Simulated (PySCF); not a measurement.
C₃H₃, SMILES C#C[CH2] (connectivity only; charge and spin as stated), charge +1, multiplicity 1. Geometry optimised at PBE-D3(BJ)/def2-TZVP. The multiplicity is an assumed one; other spin states were not compared. The isomer is the one that the SMILES or the coordinates give; other isomers of the formula were not compared.

The numbers are results of PBE-D3(BJ)/def2-TZVP in PySCF, not measurements.

Harmonic wavenumbers (cm⁻¹): 273, 308, 590, 869, 996, 1076, 1126, 1418, 2093, 3028, 3125, 3294. Rotational constants (GHz): 281.1, 9.592, 9.275; symmetry number 2.

**Question.** Work out the zero-point energy and the ideal-gas rigid-rotor harmonic-oscillator thermochemistry at 298.15 K and 1 atm.

**Answer.** ZPE = ½ Σ hcν = ½ × 18195 cm⁻¹ = 108.83 kJ/mol. H − E(el) = 121.86 kJ/mol. Entropy in J/(mol K): translation 154.45, rotation 78.30, vibration 15.96, total 248.71. G − E(el) = 47.71 kJ/mol. Cp = 58.48 J/(mol K).
